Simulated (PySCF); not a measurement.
Trend along the chalcogens: MK molecules

HF with double-zeta basis sets in PySCF, for the lowest determinant that a PBE0 search found; no spin–orbit coupling. De refers to high-spin ground-configuration atoms. A positive dipole means M(−)K(+).

```json
{"M": "S", "basis": "x2c-SVPall", "reference": "UHF", "state (unpaired electrons)": "doublet (π ↑)", "Re (Å)": "2.880", "ωe (cm⁻¹)": "254", "De (eV)": "1.40", "μ (D)": "10.72"}
{"M": "Se", "basis": "def2-SVP", "reference": "UHF", "state (unpaired electrons)": "doublet (π ↑)", "Re (Å)": "3.030", "ωe (cm⁻¹)": "193", "De (eV)": "1.44", "μ (D)": "11.25"}
{"M": "Te", "basis": "def2-SVP", "reference": "UHF", "state (unpaired electrons)": "doublet (π ↑)", "Re (Å)": "3.262", "ωe (cm⁻¹)": "162", "De (eV)": "1.34", "μ (D)": "11.91"}
```

The shortest bond is that of KS (2.880 Å), the longest that of KTe (3.262 Å).

The rows differ in basis set, which adds steps of its own.

Down a group the atoms grow and get heavier, so bonds lengthen and wavenumbers fall; this series shows no clear exception.

These are scalar-relativistic numbers at best; spin–orbit coupling would shift them, the dissociation energy most. Hartree–Fock leaves out correlation, which carries a large part of most bond energies and some tenths to 1 eV of ionisation energies. States were picked by a PBE0 search and need not be the measured ground states.
